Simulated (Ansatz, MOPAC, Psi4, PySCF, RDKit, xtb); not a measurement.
Two geometries of C7H9N, SMILES Cc1ccc(N)cc1, relaxed at B3LYP-D3(BJ)/def2-SVP with one dihedral held; other torsions can differ between them too.

Structure A

```
17

C     -2.7178     0.1002     0.0475
C     -1.2103     0.0632     0.0002
C     -0.4365     1.1633     0.3961
C      0.9571     1.1221     0.3892
C      1.6414    -0.0337    -0.0317
N      3.0269    -0.0691    -0.0837
C      0.8719    -1.1430    -0.4323
C     -0.5202    -1.0865    -0.4130
H     -3.1620    -0.5287    -0.7398
H     -3.1005     1.1243    -0.0829
H     -3.1033    -0.2702     1.0143
H     -0.9359     2.0796     0.7246
H      1.5286     1.9993     0.7063
H      3.5239     0.6652     0.4042
H      3.4695    -0.9775    -0.0265
H      1.3763    -2.0527    -0.7704
H     -1.0880    -1.9652    -0.7328
```

Structure B

```
17

C     -2.6943     0.1866    -0.0895
C     -1.1953     0.0465     0.0057
C     -0.3968     1.0866     0.5030
C      0.9879     0.9615     0.6119
C      1.6311    -0.2340     0.2453
N      3.0151    -0.3944     0.3833
C      0.8382    -1.2813    -0.2570
C     -0.5428    -1.1346    -0.3777
H     -3.1246    -0.5523    -0.7823
H     -2.9855     1.1894    -0.4410
H     -3.1774     0.0358     0.8921
H     -0.8675     2.0284     0.8002
H      1.5825     1.7999     0.9866
H      3.4664    -0.8174    -0.4231
H      3.4975     0.4644     0.6309
H      1.3165    -2.2202    -0.5486
H     -1.1313    -1.9662    -0.7761
```

Question: Which is lower in energy at the level CCSD(T) on RHF/cc-pVDZ, frozen core // B3LYP-D3(BJ)/def2-SVP in Ansatz (a quantum-chemistry and plane-wave program), and by how much?

Answer: B is lower, by 2.02 kJ/mol (dihedral C4–C5–N6–H14: 15° in A, -135° in B).

E(B) − E(A) in kJ/mol at the other levels, on the same two geometries: MMFF94 // B3LYP-D3(BJ)/def2-SVP (RDKit) 2.82; B3LYP/def2-TZVP // B3LYP-D3(BJ)/def2-SVP (Psi4) 1.91; B3LYP-D3(BJ)/def2-TZVP // B3LYP-D3(BJ)/def2-SVP (Psi4) 1.85; PBE/def2-TZVP // B3LYP-D3(BJ)/def2-SVP (Psi4) 2.07; PBE-D3(BJ)/def2-TZVP // B3LYP-D3(BJ)/def2-SVP (Psi4) 2.03; wB97M-V/def2-TZVP // B3LYP-D3(BJ)/def2-SVP (Psi4) 1.10; RHF/cc-pVDZ // B3LYP-D3(BJ)/def2-SVP (Ansatz) -0.85; MP2 on RHF/cc-pVDZ, frozen core // B3LYP-D3(BJ)/def2-SVP (Ansatz) -1.42; CCSD on RHF/cc-pVDZ, frozen core // B3LYP-D3(BJ)/def2-SVP (Ansatz) -1.87; RHF/cc-pVTZ // B3LYP-D3(BJ)/def2-SVP (Ansatz) 0.28; MP2 on RHF/cc-pVTZ, frozen core // B3LYP-D3(BJ)/def2-SVP (Ansatz) -0.15; UFF // B3LYP-D3(BJ)/def2-SVP (RDKit) 14.92; PM7, restricted, heats of formation // B3LYP-D3(BJ)/def2-SVP (MOPAC) 4.54; AM1, restricted, heats of formation // B3LYP-D3(BJ)/def2-SVP (MOPAC) 1.01; GFN1-xTB // B3LYP-D3(BJ)/def2-SVP (xtb) 2.42; restricted B3LYP/6-31G*, spherical d, density fitting // B3LYP-D3(BJ)/def2-SVP (PySCF) 1.09; restricted Hartree-Fock/6-31G*, spherical d, density fitting // B3LYP-D3(BJ)/def2-SVP (PySCF) -0.28; restricted Hartree-Fock/STO-3G // B3LYP-D3(BJ)/def2-SVP (PySCF) -3.16; restricted B3LYP/3-21G // B3LYP-D3(BJ)/def2-SVP (PySCF) 7.11.
